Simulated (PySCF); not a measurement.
TiF3, SMILES [F][Ti]([F])[F] (connectivity only; charge and spin as stated), neutral, multiplicity 2.

Geometry optimised at PBE0-D3(BJ)/def2-SVP. The multiplicity is an assumed one; other spin states were not compared. The isomer is the one that the SMILES or the coordinates give; other isomers of the formula were not compared.

Calculation: TDA-PBE0/def2-SVPD run with PySCF.

Vertical excitations; the highest root listed may be one member of a degenerate set. The molecule is in vacuum.

| state | energy (eV) | λ (nm) | f | main pairs |
|---|---|---|---|---|
| root 1 | 0.84 | 1477 | 0.000 | α HOMO→LUMO (degenerate set) |
| root 2 | 0.84 | 1476 | 0.000 | α HOMO→LUMO+1 (degenerate set) |
| root 3 | 2.75 | 451 | 0.002 | α HOMO→LUMO+2 (degenerate set) |
| root 4 | 2.75 | 450 | 0.002 | α HOMO→LUMO+3 (degenerate set) |
| root 5 | 5.44 | 228 | 0.000 | α HOMO→LUMO+4 95 % |
| root 6 | 5.75 | 216 | 0.162 | α HOMO→LUMO+5 98 % |
| root 7 | 7.10 | 175 | 0.011 | α HOMO→LUMO+7 (degenerate set) |
| root 8 | 7.10 | 175 | 0.011 | α HOMO→LUMO+6 (degenerate set) |
| root 9 | 7.30 | 170 | 0.000 | α HOMO−1→LUMO+1, α HOMO−3→LUMO, α HOMO−2→LUMO+1 (degenerate set) |
| root 10 | 7.30 | 170 | 0.000 | α HOMO−1→LUMO, α HOMO−2→LUMO, α HOMO−3→LUMO+1 (degenerate set) |
Unrestricted roots are not spin-pure.
